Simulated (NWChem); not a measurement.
# CH$_{3}$BrFIn; SMILES [CH3][In]([F])[Br]

Results from NWChem. STO-3G and 3-21G are far too small for this property and stand as cheap habits. Coordinates come from a PBE0/def2-SVP optimisation. def2 effective core potentials on In; no spin-orbit coupling. Field at 589 nm.

For level B3LYP/STO-3G (all-electron, non-relativistic):

```
Property                          Value
--------------------------------  -----
isotropic polarisability (bohr³)   31.8
anisotropy (bohr³)                 26.5
```

Question: What are these values for level B3LYP/def2-SVP (core potentials)?

Answer: 
- isotropic polarisability (bohr³): 59.9
- anisotropy (bohr³): 40.4
